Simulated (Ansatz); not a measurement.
`ClC1=C(Cl)C1` + HBr → `ClC1=C(Br)C1` + HCl  (substitution at a C–Cl bond)

Isolated molecules relaxed with PBE0-D4/def2-TZVP in Ansatz; ΔE leaves out vibrations. CBS: MP2 limit from def2 TZ/QZ plus the TZ coupled-cluster correction, frozen cores. This one scheme is used for every species. Functionals use def2-TZVPP. B3LYP here is the variant with VWN-RPA as its local correlation; programs differ in this. HSE06 is defined as in plane-wave codes. For Br outer-core shells are correlated without core-valence functions, which leaves a few kJ/mol of doubt a bond. Scalar relativity is left out up to krypton.

`ClC1=C(Cl)C1`:

Z-matrix (Å, degrees):
```
C
C 1 1.500
C 1 1.500 2 50.8
H 1 1.091 2 119.4 3 105.5
H 1 1.091 2 119.4 3 -105.5
Cl 2 1.671 1 144.5 3 -180.0
Cl 3 1.671 1 144.5 2 180.0
```

HBr:

```xyz
2

Br   -0.453   -0.225    0.498
H     0.453    0.225   -0.498
```

`ClC1=C(Br)C1`:

Z-matrix (Å, degrees):
```
C
C 1 1.502
C 1 1.499 2 50.8
H 1 1.091 2 119.4 3 105.5
H 1 1.091 2 119.4 3 -105.5
Br 2 1.830 1 145.0 3 180.0
Cl 3 1.670 1 144.5 2 180.0
```

HCl:

Z-matrix (Å, degrees):
```
Cl
H 1 1.279
```

```
             level  ΔE (kcal/mol)  difference from CCSD(T)/CBS
       LDA (SPW92)           -0.3                          2.0
            PBE-D4           -1.3                          1.0
         revPBE-D4           -1.5                          0.8
         r2SCAN-D4           -1.3                          1.0
            B97M-V           -1.5                          0.8
           PBE0-D4           -1.4                          0.9
          B3LYP-D4           -1.7                          0.6
        r2SCANh-D4           -1.3                          1.0
        r2SCAN0-D4           -1.4                          0.9
          HSE06-D4           -1.4                          0.9
          BHLYP-D4           -1.8                          0.5
      CAM-B3LYP-D4           -1.3                          1.0
           ωB97X-V           -1.5                          0.8
           ωB97M-V           -1.5                          0.8
            B2PLYP           -2.0                          0.3
          PBE-QIDH           -2.0                          0.3
               PBE           -1.1                          1.2
            revPBE           -1.3                          1.0
              BLYP           -1.3                          1.0
            r2SCAN           -1.3                          1.0
              PBE0           -1.2                          1.1
           r2SCANh           -1.3                          1.0
           r2SCAN0           -1.3                          1.0
             HSE06           -1.2                          1.1
         CAM-B3LYP           -1.1                          1.2
           LC-ωPBE           -1.1                          1.2
RPA@PBE/def2-TZVPP           -2.8                         -0.5
       HF/def2-SVP           -1.1                          1.2
     CCSD/def2-SVP           -0.5                          1.8
  CCSD(T)/def2-SVP           -0.6                          1.7
     HF/def2-TZVPP           -1.4                          0.9
    MP2/def2-TZVPP           -3.4                         -1.1
SCS-MP2/def2-TZVPP           -3.1                         -0.8
   CCSD/def2-TZVPP           -2.7                         -0.4
CCSD(T)/def2-TZVPP           -2.8                         -0.5
     HF/def2-QZVPP           -1.4                          0.9
    MP2/def2-QZVPP           -3.1                         -0.8
      HF/CBS(def2)           -1.4                          0.9
     MP2/CBS(def2)           -2.9                         -0.6
    CCSD/CBS(def2)           -2.3                          0.0
       CCSD(T)/CBS           -2.3                            0
```

**Question.** What do rigid-rotor, harmonic-oscillator terms from PBE0-D4/def2-TZVP frequencies (298.15 K, 1 bar) make of the CCSD(T)/CBS value? (Best estimate.)

**Answer.** The calculation gave: ΔZPE = +0.1 kcal/mol, ΔH = -2.1 kcal/mol, ΔS = 6 J/(mol·K), ΔG = -2.5 kcal/mol.

Largest T1 diagnostic among the species: 0.011.

At CCSD(T), def2-SVP lies +1.8 kcal/mol from the extrapolated value and def2-TZVPP −0.4 kcal/mol. In def2-TZVPP, CCSD(T) changes the Hartree–Fock value by −1.3 kcal/mol (the triples alone add −0.1 kcal/mol) and MP2 by −1.9 kcal/mol.
